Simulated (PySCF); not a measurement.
A geometry optimisation, step by step.

Compound: C4H4FNO.
Numbering: `[N:1]#[C:2][C@@H:3]1[O:4][CH2:5][C@H:6]1[F:7]` (hydrogens: H8 on C3; H9, H10 on C5; H11 on C6)

Computed by this run: PBE0-D3(BJ)/def2-SVP geometry optimisation, gas phase (PySCF); density fitting, grid level 1; the optimiser is geomeTRIC in internal coordinates, started from a GFN2-xTB structure. The frame can shift and turn from step to step; on so coarse a grid that alone can change the energy by a few meV, and forces under 0.02 eV/Å are noise.

Step 0: E = -10445.7581 eV, largest atomic force 1.988 eV/Å
```
atom  x, y, z in Å  |  force x, y, z in eV/Å
N1      2.857    0.936    0.478    1.803   0.340   0.764
C2      1.827    0.739    0.027   -1.349  -0.101  -0.547
C3      0.516    0.457   -0.514   -0.738  -0.021   0.281
O4     -0.540    1.230    0.071    0.356   0.056  -0.053
C5     -1.280    0.064    0.441    0.549   0.041  -0.201
C6     -0.142   -0.847   -0.021   -0.431  -0.232  -0.518
F7     -0.460   -1.734   -1.005    0.008   0.155   0.048
H8      0.533    0.549   -1.609   -0.002  -0.108  -0.212
H9     -2.191   -0.041   -0.155   -0.267  -0.154  -0.156
H10    -1.516    0.044    1.506   -0.106  -0.001   0.335
H11     0.400   -1.393    0.755    0.178   0.025   0.259
```

Step 1: E = -10445.7165 eV, largest atomic force 1.168 eV/Å
```
atom  x, y, z in Å  |  force x, y, z in eV/Å
N1      2.816   -0.223    1.044    0.066  -0.229   0.060
C2      1.823   -0.379    0.473   -0.179   0.214   0.330
C3      0.574   -0.371   -0.285    0.669   0.031  -0.957
O4      0.315    0.953   -0.760   -0.272  -0.115   0.186
C5     -1.009    0.924   -0.232   -0.360  -0.243   0.404
C6     -0.796   -0.457    0.389   -0.017   0.082   0.234
F7     -1.616   -1.426   -0.085    0.104  -0.128  -0.074
H8      0.688   -1.088   -1.126   -0.203   0.006   0.149
H9     -1.790    0.899   -1.011    0.041   0.086  -0.030
H10    -1.234    1.708    0.511    0.184   0.198  -0.236
H11    -0.770   -0.522    1.489   -0.034   0.098  -0.065
```

Step 2: E = -10445.7786 eV, largest atomic force 0.267 eV/Å
```
atom  x, y, z in Å  |  force x, y, z in eV/Å
N1      2.784   -0.291    1.100   -0.017  -0.169   0.053
C2      1.809   -0.382    0.484   -0.053   0.259  -0.036
C3      0.588   -0.350   -0.322    0.053   0.147  -0.201
O4      0.282    0.970   -0.773    0.183  -0.131  -0.042
C5     -1.032    0.922   -0.222   -0.067  -0.116   0.090
C6     -0.772   -0.453    0.388   -0.048  -0.048   0.145
F7     -1.563   -1.453   -0.073   -0.014  -0.025  -0.015
H8      0.673   -1.080   -1.150   -0.027   0.043   0.026
H9     -1.818    0.897   -0.996   -0.010   0.011  -0.006
H10    -1.226    1.745    0.484    0.017   0.007  -0.020
H11    -0.724   -0.507    1.486   -0.019   0.022   0.006
```

Step 3: E = -10445.7899 eV, largest atomic force 0.192 eV/Å
```
atom  x, y, z in Å  |  force x, y, z in eV/Å
N1      2.762   -0.332    1.125   -0.031  -0.101   0.041
C2      1.800   -0.372    0.484    0.067   0.158  -0.086
C3      0.592   -0.334   -0.338   -0.044   0.005   0.078
O4      0.276    0.978   -0.787    0.019  -0.071  -0.003
C5     -1.036    0.917   -0.222   -0.032   0.072  -0.041
C6     -0.762   -0.452    0.392    0.025  -0.041  -0.010
F7     -1.546   -1.463   -0.059   -0.010   0.023   0.008
H8      0.671   -1.065   -1.162    0.024  -0.017  -0.014
H9     -1.828    0.886   -0.990   -0.001  -0.005   0.003
H10    -1.224    1.749    0.475   -0.020  -0.018   0.027
H11    -0.706   -0.496    1.490    0.005  -0.006  -0.003
```

Step 4: E = -10445.7937 eV, largest atomic force 0.143 eV/Å
```
atom  x, y, z in Å  |  force x, y, z in eV/Å
N1      2.754   -0.364    1.138   -0.021  -0.046   0.021
C2      1.802   -0.364    0.481    0.056   0.075  -0.064
C3      0.595   -0.324   -0.344   -0.080  -0.043   0.111
O4      0.270    0.981   -0.795   -0.034   0.027  -0.004
C5     -1.041    0.917   -0.225    0.033   0.037  -0.043
C6     -0.756   -0.448    0.393    0.006  -0.021  -0.037
F7     -1.539   -1.463   -0.050    0.001   0.013   0.005
H8      0.677   -1.058   -1.165    0.028  -0.016  -0.013
H9     -1.836    0.880   -0.989    0.008  -0.007   0.002
H10    -1.231    1.749    0.472   -0.007  -0.012   0.017
H11    -0.695   -0.489    1.490    0.009  -0.008   0.004
```

Step 5: E = -10445.7949 eV, largest atomic force 0.057 eV/Å
```
atom  x, y, z in Å  |  force x, y, z in eV/Å
N1      2.750   -0.384    1.143   -0.004  -0.008   0.003
C2      1.804   -0.357    0.478    0.016   0.010  -0.016
C3      0.596   -0.319   -0.344   -0.018  -0.038   0.038
O4      0.266    0.984   -0.799   -0.025   0.026   0.008
C5     -1.044    0.918   -0.227    0.025   0.008  -0.012
C6     -0.754   -0.447    0.394   -0.005   0.009  -0.022
F7     -1.536   -1.464   -0.046    0.007   0.002  -0.004
H8      0.682   -1.055   -1.164    0.008  -0.002  -0.003
H9     -1.839    0.877   -0.990   -0.002  -0.004   0.001
H10    -1.236    1.749    0.470   -0.003  -0.002   0.005
H11    -0.690   -0.485    1.491    0.004  -0.001   0.001
```

Step 6: E = -10445.7950 eV, largest atomic force under 0.02 eV/Å
```
atom  x, y, z in Å  |  force x, y, z in eV/Å
N1      2.751   -0.386    1.142    0.000  -0.003   0.000
C2      1.806   -0.356    0.477    0.000   0.001  -0.002
C3      0.595   -0.319   -0.342    0.002  -0.013   0.008
O4      0.266    0.984   -0.799   -0.008   0.015   0.005
C5     -1.044    0.919   -0.227    0.010  -0.003   0.001
C6     -0.754   -0.446    0.394   -0.004   0.002  -0.006
F7     -1.535   -1.463   -0.045    0.002  -0.002  -0.006
H8      0.683   -1.055   -1.163   -0.001   0.002  -0.001
H9     -1.839    0.876   -0.991   -0.001   0.000   0.000
H10    -1.238    1.749    0.470   -0.001   0.001   0.000
H11    -0.691   -0.484    1.491    0.001   0.001   0.000
```

Q: Summarise the path.

A: The energy falls by 0.85 kcal/mol from step 0 to step 6; nine tenths of that is first reached at step 4. It rises by more than 0.2 meV at step 1. The largest force goes from 1.988 to under 0.02 eV/Å. Among the bonds C2–C3 changes most, from 1.445 to 1.462 Å; the atoms move by 0.035 Å rms after alignment.

Q: Follow the three bonds and two angles with the largest change from start to end.

A: 
```json
{"step": "0", "E above end (kcal/mol)": "0.85", "largest force (eV/Å)": "1.988", "C2–C3 (Å)": "1.445", "N1≡C2 (Å)": "1.142", "C3–O4 (Å)": "1.433", "C6–C3–H8 (°)": "113.4", "F7–C6–H11 (°)": "107.7"}
{"step": "1", "E above end (kcal/mol)": "1.81", "largest force (eV/Å)": "1.168", "C2–C3 (Å)": "1.460", "N1≡C2 (Å)": "1.156", "C3–O4 (Å)": "1.431", "C6–C3–H8 (°)": "112.9", "F7–C6–H11 (°)": "108.8"}
{"step": "2", "E above end (kcal/mol)": "0.38", "largest force (eV/Å)": "0.267", "C2–C3 (Å)": "1.463", "N1≡C2 (Å)": "1.157", "C3–O4 (Å)": "1.429", "C6–C3–H8 (°)": "111.7", "F7–C6–H11 (°)": "109.2"}
{"step": "3", "E above end (kcal/mol)": "0.12", "largest force (eV/Å)": "0.192", "C2–C3 (Å)": "1.462", "N1≡C2 (Å)": "1.157", "C3–O4 (Å)": "1.422", "C6–C3–H8 (°)": "111.4", "F7–C6–H11 (°)": "109.3"}
{"step": "4", "E above end (kcal/mol)": "0.03", "largest force (eV/Å)": "0.143", "C2–C3 (Å)": "1.462", "N1≡C2 (Å)": "1.157", "C3–O4 (Å)": "1.419", "C6–C3–H8 (°)": "111.4", "F7–C6–H11 (°)": "109.3"}
{"step": "5", "E above end (kcal/mol)": "0.00", "largest force (eV/Å)": "0.057", "C2–C3 (Å)": "1.462", "N1≡C2 (Å)": "1.157", "C3–O4 (Å)": "1.419", "C6–C3–H8 (°)": "111.6", "F7–C6–H11 (°)": "109.3"}
{"step": "6", "E above end (kcal/mol)": "0.00", "largest force (eV/Å)": "under 0.02", "C2–C3 (Å)": "1.462", "N1≡C2 (Å)": "1.157", "C3–O4 (Å)": "1.420", "C6–C3–H8 (°)": "111.6", "F7–C6–H11 (°)": "109.3"}
```

What follows is the cost of the whole optimisation. On one thread of an Arm Neoverse N1, no GPU, shared host with 64 logical CPUs at a one-minute load of 49, this took 42 s and 0.52 GiB of memory at its peak.
